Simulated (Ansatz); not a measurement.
# Stretch profile

SnBrF (SMILES [F][Sn][Br]), singlet, at its PBE0-D4/def2-TZVP minimum:

```
atom    x (Å)    y (Å)    z (Å)
  F1  -0.9432   1.2489  -0.3889
 Sn2  -0.6365  -0.6625  -0.4168
 Br3   1.5687  -0.6512   0.7924
```

The bond length F1–Sn2 (1.936 Å at the minimum) is set to the values below, with the rest relaxed at PBE0-D4/def2-TZVP at each step. Each method's energies count from its own value at the PBE0-D4 minimum structure. Program: Ansatz 0.2.0. Basis: def2-TZVPP. Cores are frozen in the correlated methods. Filled d shells of the heavier atoms are correlated. Core potentials replace the inner electrons of the atoms past krypton. The def2 sets are not built for correlating such inner shells, so the correlated values are less sure here. B3LYP uses VWN-RPA correlation.

CCSD(T) energies along the scan:
```
bond length (Å)  CCSD(T) (kcal/mol)
          1.665               29.52
          1.722               16.22
          1.806                4.90
          1.903                0.19
          2.011                1.44
          2.127                7.11
          2.251               15.66
          2.381               25.70
          2.517               36.36
```
They count from the CCSD(T) energy at the PBE0-D4 minimum.

Minimum and curvature along this coordinate at CCSD(T): A fifth-order fit through the nearest points gives 1.930 Å, with a curvature of about 22 eV/Å².

Largest difference from the CCSD(T) curve over the scan: PBE-D4 7.82; r2SCAN-D4 2.57; B3LYP-D4 4.98; wB97M-V 0.65 kcal/mol. Each curve counts from its own value at the minimum.

No T1 diagnostic of these runs exceeds 0.018.

For scale, one of the runs: CCSD(T)/def2-TZVPP, 129 basis functions (an equivalent command: `ansatz run in.yaml --threads 2`). Time: 16 s of wall clock on 2 CPU threads; the host was shared. Peak host memory: 0.6 GiB.
